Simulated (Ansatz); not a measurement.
Gas-phase electronic energies from Ansatz, PBE0-D4/def2-TZVP geometries. CCSD(T)/CBS adds triple-zeta CCSD(T) − MP2 to the extrapolated MP2 energy (def2 sets, frozen cores). DFT in def2-TZVPP. B3LYP here is the variant with VWN-RPA as its local correlation; programs differ in this. def2 core potentials past Kr. For Te outer-core shells are correlated without core-valence functions, which leaves a few kJ/mol of doubt a bond. Each species was taken in one conformer, which may not be the lowest.

Consider the formal exchange of groups at the Si–C bond: `ClC[SiH2][TeH]` + `CC(C)C` → `C[SiH2][TeH]` + `CC(C)CCl`.

```
             level  ΔE (kcal/mol)  difference from CCSD(T)/CBS
            PBE-D4           -4.2                          0.3
         r2SCAN-D4           -4.8                         -0.3
           PBE0-D4           -4.6                         -0.1
          B3LYP-D4           -4.2                          0.3
           ωB97X-V           -4.8                         -0.3
           ωB97M-V           -4.8                         -0.3
            B2PLYP           -4.3                          0.2
               PBE           -4.1                          0.4
            r2SCAN           -4.7                         -0.2
              PBE0           -4.5                          0.0
             B3LYP           -4.0                          0.5
     HF/def2-TZVPP           -4.3                          0.2
    MP2/def2-TZVPP           -4.9                         -0.4
SCS-MP2/def2-TZVPP           -4.5                          0.0
   CCSD/def2-TZVPP           -4.6                         -0.1
CCSD(T)/def2-TZVPP           -4.6                         -0.1
     HF/def2-QZVPP           -4.3                          0.2
    MP2/def2-QZVPP           -4.8                         -0.3
SCS-MP2/def2-QZVPP           -4.5                          0.0
      HF/CBS(def2)           -4.3                          0.2
     MP2/CBS(def2)           -4.8                         -0.3
    CCSD/CBS(def2)           -4.4                          0.1
       CCSD(T)/CBS           -4.5                            0
```

Largest T1 diagnostic among the species: 0.010.
